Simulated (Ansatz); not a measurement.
Coupled-cluster diagnostics for ScF₃ (the lowest singlet isomer of a short search), Ansatz.

Geometry of the singlet (PBE0-D4/def2-TZVP):

```xyz
4

Sc    0.0017    0.0022   -0.0011
F    -0.6807   -0.3054   -1.6793
F    -0.8343    1.1871    1.1276
F     1.5133   -0.8839    0.5527
```

Correlated methods freeze 8 core orbitals; core or outer-core shells of Sc are correlated, in sets that lack core-valence functions. In CCSD on the charge 1 doublet the largest single amplitude is 0.22, so its Hartree–Fock determinant may place the open shell otherwise than the density functionals do. In the quintet geometry the species has come apart into loosely held pieces. The structure comes from a short search, and lower isomers may exist.

Geometry of the charge 0 triplet (PBE0-D4/def2-TZVP):

Cartesian coordinates in Å:
```
Sc -0.001 -0.001 0.001
F 1.025 0.771 1.483
F -1.781 0.699 -0.429
F 0.757 -1.470 -1.055
```

Geometry of the charge 0 quintet (PBE0-D4/def2-TZVP):

```xyz
4

Sc    0.927   -0.067   -0.145
F     0.540   -2.077   -0.418
F    -2.403    0.173    0.376
F     0.936    1.971    0.187
```

Question: Estimate the CCSD(T) correlation energy, the shares of MP2 and (T), T1 and the reference's ⟨S²⟩ for: charge 0, singlet, own geometry in def2-TZVPP; charge 0, triplet, own geometry in def2-TZVPP; charge 0, quintet, own geometry in def2-TZVPP; charge 1, doublet, vertical in def2-TZVPP; and the rough time on 4 threads of Arm Neoverse V1 on a shared host.

Answer: 
| state | basis | correlation (eV) | MP2 share (%) | (T) share (%) | T1 | ⟨S²⟩ (pure) | wall time |
| --- | --- | --- | --- | --- | --- | --- | --- |
| charge 0, singlet, own geometry | def2-TZVPP | -29.679 | 96.4 | 3.1 | 0.017 | 0.00 (0.00) | 34 s |
| charge 0, triplet, own geometry | def2-TZVPP | -28.083 | 94.8 | 2.9 | 0.021 | 2.01 (2.00) | 3.1 min |
| charge 0, quintet, own geometry | def2-TZVPP | -26.077 | 93.3 | 2.4 | 0.018 | 6.01 (6.00) | 3.7 min |
| charge 1, doublet, vertical | def2-TZVPP | -28.176 | 94.8 | 3.4 | 0.035 | 0.75 (0.75) | 3.1 min |
Customary marks for T1 are 0.02 (closed shells), 0.045 (open shells) and about 0.05 (3d metals). T1 exceeds 0.02 in 2 of 4 rows and 0.045 in 0; the higher it lies, the less the single-reference result can be trusted.
